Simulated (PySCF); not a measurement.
Species: ScN (singlet state).
SMILES with atom numbers: `[N:1]#[Sc:2]`

Method used: MP2 and CCSD/aug-cc-pVTZ in PySCF, restricted Hartree–Fock reference, frozen core, non-relativistic, gas phase, PBE0-D3(BJ)/def2-SVP geometry.

E(HF) = -814.08841 Eh.

(1) How large is the problem?

(2) What are the MP2 and CCSD correlation energies?

(3) What is the T1 diagnostic?

(4) How does correlation change the dipole moment?

Results:

(1) 139 basis functions and 28 electrons; 6 orbitals frozen, which leaves o = 8 correlated occupied and v = 125 virtual orbitals. That is o·v = 1000 singles and o·v(o·v + 1)/2 = 500500 distinct closed-shell doubles amplitudes before symmetry; the costliest CCSD step grows as o²v⁴ = 1.6 × 10^10.

(2) MP2 -0.5797 Eh and CCSD -0.5514 Eh, which gives totals of -814.66814 and -814.63977 Eh. That is 0.938 eV for each correlated electron at CCSD (1448 kJ/mol in all, 0.068 % of the total energy); MP2 gives 105.1 % of the CCSD value.

(3) 0.0339, for which the customary limit of 0.02, set for main-group molecules, is no guide with a transition metal. It is the norm of the spatial-orbital singles amplitudes over the root of the number of correlated electrons, so the norm is 0.136.

(4) HF gives 9.31 D and CCSD (unrelaxed density) 7.32 D, a change of -1.99 D.

No triples correction and no basis-set extrapolation were made.

The job also held the EOM ionisation and excitation roots. Time: 8.2 min of wall time; peak memory 2.6 GiB. Hardware: Intel Xeon Platinum 8488C, one thread (shared host).
